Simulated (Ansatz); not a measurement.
C$_{2}$H$_{9}$FSi$_{2}$ (`C[SiH]([SiH3])CF`) at its PBE0-D4/def2-TZVP geometry, where that method's forces vanish. The species carries charge 0 and has multiplicity 1.

```xyz
14

C     0.1533    1.6087   -0.9593
Si    0.2915   -0.1925   -0.4653
Si   -1.7749   -1.0695    0.2034
C     1.5420   -0.3826    0.9542
F     1.0851    0.2932    2.0853
H     1.1155    1.9904   -1.3094
H    -0.1622    2.2104   -0.1039
H    -0.5779    1.7442   -1.7590
H     0.8283   -1.0081   -1.5958
H    -2.3679   -0.2542    1.2976
H    -2.7268   -1.0744   -0.9422
H    -1.6168   -2.4693    0.6857
H     2.5181    0.0367    0.6850
H     1.6929   -1.4331    1.2236
```

(1) What forces (eV/Å) does ωB97M-V/def2-TZVPP give on these atoms in Ansatz? (Estimate.)

## Answers

(1) Computed: 
```
C1   0.008  0.026 -0.003
Si2  0.003 -0.088 -0.050
Si3 -0.081 -0.027  0.036
C4   0.164 -0.183 -0.294
F5  -0.123  0.141  0.215
H6  -0.071 -0.022  0.025
H7   0.022 -0.037 -0.057
H8   0.050 -0.005  0.055
H9  -0.052  0.083  0.117
H10  0.067 -0.089 -0.122
H11  0.108  0.002  0.124
H12 -0.012  0.155 -0.054
H13 -0.079 -0.045  0.030
H14 -0.003  0.089 -0.021
```
